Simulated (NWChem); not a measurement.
All runs are NWChem calculations. System: C$_{2}$H$_{6}$N, charge 0, spin multiplicity 2, at a geometry optimised with UPBE0/def2-SVP. The structure started from a generated list of species. Its SCF solution wasn't tested for a lower state. Level: UHF/def2-TZVP.

Job file:

```
start mol
memory heap 200 mb stack 900 mb global 1100 mb
geometry units angstroms nocenter noautoz noautosym
  C     -1.239927     0.214932     0.069808
  C      0.050121    -0.521038     0.089650
  N      1.217229     0.194509    -0.171818
  H     -2.067708    -0.432803     0.393534
  H     -1.221583     1.087276     0.749169
  H     -1.502377     0.607691    -0.935731
  H      0.071758    -1.566500    -0.235124
  H      1.263100     1.102170     0.284055
  H      2.075044    -0.322761    -0.009930
end
basis spherical
  * library def2-tzvp
end
scf
  uhf
  nopen 1
  maxiter 100
  thresh 1e-7
  semidirect memsize 60000000 filesize 0
  # guess.movecs holds the orbitals of an unrestricted PBE0 run
  vectors input guess.movecs output mol.movecs
end
task scf energy
```

Part of the output:

```
             Northwest Computational Chemistry Package (NWChem) 7.3.0
             --------------------------------------------------------

                                NWChem Input Module
                                -------------------

 Scaling coordinates for geometry "geometry" by  1.889725989
 (inverse scale =  0.529177249)

                             Geometry "geometry" -> ""
                             -------------------------

 Output coordinates in angstroms (scale by  1.889725989 to convert to a.u.)

  No.       Tag          Charge          X              Y              Z
 ---- ---------------- ---------- -------------- -------------- --------------
    1 C                    6.0000    -1.23992700     0.21493200     0.06980800
    2 C                    6.0000     0.05012100    -0.52103800     0.08965000
    3 N                    7.0000     1.21722900     0.19450900    -0.17181800
    4 H                    1.0000    -2.06770800    -0.43280300     0.39353400
    5 H                    1.0000    -1.22158300     1.08727600     0.74916900
    6 H                    1.0000    -1.50237700     0.60769100    -0.93573100
    7 H                    1.0000     0.07175800    -1.56650000    -0.23512400
    8 H                    1.0000     1.26310000     1.10217000     0.28405500
    9 H                    1.0000     2.07504400    -0.32276100    -0.00993000

 Effective nuclear repulsion energy (a.u.)      76.2943708953

            Nuclear Dipole moment (a.u.)
            ----------------------------
        X                 Y               Z
 ---------------- ---------------- ----------------
     0.0000018897     0.0000000000    -0.0000094486


 Summary of "ao basis" -> "" (spherical)
 ------------------------------------------------------------------------------
       Tag                 Description            Shells   Functions and Types
 ---------------- ------------------------------  ------  ---------------------
 *                         def2-tzvp                  on all atoms

 Summary of "ao basis" -> "ao basis" (spherical)
 ------------------------------------------------------------------------------
[...]
 -----------   ------   -------------------------------------------------------
    1 C    6     6.28   0.85  1.12  0.47  0.67  0.06  1.25  1.40  0.37  0.02  0.06  0.00
    2 C    6     6.04   0.85  1.12  0.48  0.61  0.15  1.21  1.22  0.27  0.03  0.09  0.01
    3 N    7     7.55   0.82  1.16  0.51  0.84  0.18  1.51  1.76  0.73  0.01  0.04  0.00
    4 H    1     0.90   0.26  0.50  0.11  0.02
    5 H    1     0.91   0.26  0.50  0.13  0.02
    6 H    1     0.90   0.26  0.49  0.13  0.02
    7 H    1     0.90   0.26  0.50  0.11  0.02
    8 H    1     0.77   0.26  0.41  0.06  0.04
    9 H    1     0.76   0.26  0.41  0.06  0.04

  Mulliken analysis of the alpha density
  --------------------------------------

    Atom       Charge   Shell Charges
 -----------   ------   -------------------------------------------------------
    1 C    6     3.07   0.43  0.56  0.23  0.32  0.03  0.61  0.67  0.17  0.01  0.04  0.00
    2 C    6     3.54   0.43  0.56  0.26  0.34  0.10  0.78  0.82  0.20  0.01  0.04  0.00
    3 N    7     3.81   0.41  0.58  0.26  0.42  0.09  0.78  0.90  0.34  0.00  0.02  0.00
    4 H    1     0.45   0.13  0.25  0.06  0.01
    5 H    1     0.47   0.13  0.26  0.07  0.01
    6 H    1     0.49   0.14  0.26  0.08  0.01
    7 H    1     0.41   0.13  0.23  0.04  0.01
    8 H    1     0.38   0.13  0.21  0.03  0.02
    9 H    1     0.38   0.13  0.20  0.03  0.02

   Mulliken analysis of the beta density
   -------------------------------------

    Atom       Charge   Shell Charges
 -----------   ------   -------------------------------------------------------
    1 C    6     3.21   0.43  0.56  0.24  0.35  0.03  0.64  0.73  0.20  0.01  0.02  0.00
    2 C    6     2.50   0.43  0.56  0.22  0.27  0.05  0.43  0.40  0.08  0.01  0.04  0.01
    3 N    7     3.74   0.41  0.58  0.25  0.42  0.09  0.73  0.86  0.38  0.00  0.02  0.00
    4 H    1     0.44   0.13  0.25  0.06  0.01
    5 H    1     0.44   0.13  0.24  0.06  0.01
    6 H    1     0.41   0.12  0.23  0.05  0.01
    7 H    1     0.48   0.14  0.27  0.07  0.01
    8 H    1     0.38   0.13  0.20  0.03  0.02
    9 H    1     0.38   0.13  0.21  0.03  0.02

   Mulliken analysis of the spin density
   -------------------------------------

    Atom       Charge   Shell Charges
 -----------   ------   -------------------------------------------------------
    1 C    6    -0.14  -0.00  0.00 -0.01 -0.02 -0.01 -0.03 -0.06 -0.03  0.00  0.02  0.00
    2 C    6     1.04   0.00 -0.00  0.04  0.06  0.05  0.35  0.41  0.12 -0.00  0.00 -0.00
    3 N    7     0.06   0.00 -0.00  0.01  0.00 -0.00  0.06  0.03 -0.04  0.00  0.01  0.00
    4 H    1     0.01   0.00  0.00  0.00 -0.00
    5 H    1     0.02   0.01  0.01  0.00 -0.00
    6 H    1     0.08   0.02  0.04  0.03 -0.00
    7 H    1    -0.07  -0.01 -0.04 -0.02  0.00
    8 H    1     0.00   0.00  0.00 -0.00  0.00
    9 H    1    -0.00   0.00 -0.00 -0.00  0.00

       Multipole analysis of the density wrt the origin
       ------------------------------------------------

     L   x y z        total         alpha         beta         nuclear
     -   - - -        -----         -----         ----         -------
     0   0 0 0     -0.000000    -13.000000    -12.000000     25.000000

     1   1 0 0      0.211062     -0.008685      0.219745      0.000002
     1   0 1 0      0.057673      0.417074     -0.359401      0.000000
     1   0 0 1      0.265084     -0.060736      0.325829     -0.000009

     2   2 0 0    -13.193159    -67.444954    -65.529944    119.781739
     2   1 1 0     -0.045196      1.482312      1.452993     -2.980501
     2   1 0 1      1.019335      3.911044      4.100885     -6.992594
     2   0 2 0    -13.930145    -21.626424    -19.738587     27.434866
     2   0 1 1      1.092729      0.456785     -0.563990      1.199933
     2   0 0 2    -16.776320    -13.194562    -10.766369      7.184612

 Task  times  cpu:        9.7s     wall:        9.7s

 Total times  cpu:        9.7s     wall:        9.7s
```
